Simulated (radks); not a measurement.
Results of a calculation; reference values are marked as such.
Kr, configuration [Ar] 3d10 4s1.5 4p6 4f0.5 (fractional occupations, a model configuration). Level of theory: Dirac Kohn-Sham, PBE, spin-unpolarised, spherical densities, point nucleus; open shells fill j = l - 1/2 first (a radial shooting solver on a logarithmic mesh with Libxc functionals). Some entries of the table are withheld. Estimate them.

| orbital | occ. | eigenvalue (eV) | r(max) (bohr) |
|---|---|---|---|
| 1s1/2 | 2 | (1) | 0.02707 |
| 2s1/2 | 2 | -1869.521 | (2) |
| 2p1/2 | 2 | (3) | 0.1211 |
| 2p3/2 | 4 | (4) | 0.1245 |
| 3s1/2 | 2 | -269.8270 | 0.4671 |
| 3p1/2 | 2 | -206.4417 | (5) |
| 3p3/2 | 4 | -198.5235 | (6) |
| 3d3/2 | 4 | -88.0938 | (7) |
| 3d5/2 | 6 | -86.7903 | (8) |
| 4s1/2 | 1.5 | -28.1984 | 1.333 |
| 4p1/2 | 2 | -14.4757 | (9) |
| 4p3/2 | 4 | -13.7896 | (10) |
| 4f5/2 | 0.5 | -0.2833 | 26.99 |

Answer. 
(1) 1s1/2 eigenvalue (eV): -14159.50
(2) 2s1/2 r(max) (bohr): 0.1543
(3) 2p1/2 eigenvalue (eV): -1690.004
(4) 2p3/2 eigenvalue (eV): -1636.173
(5) 3p1/2 r(max) (bohr): 0.4575
(6) 3p3/2 r(max) (bohr): 0.4662
(7) 3d3/2 r(max) (bohr): 0.4097
(8) 3d5/2 r(max) (bohr): 0.4124
(9) 4p1/2 r(max) (bohr): 1.511
(10) 4p3/2 r(max) (bohr): 1.541
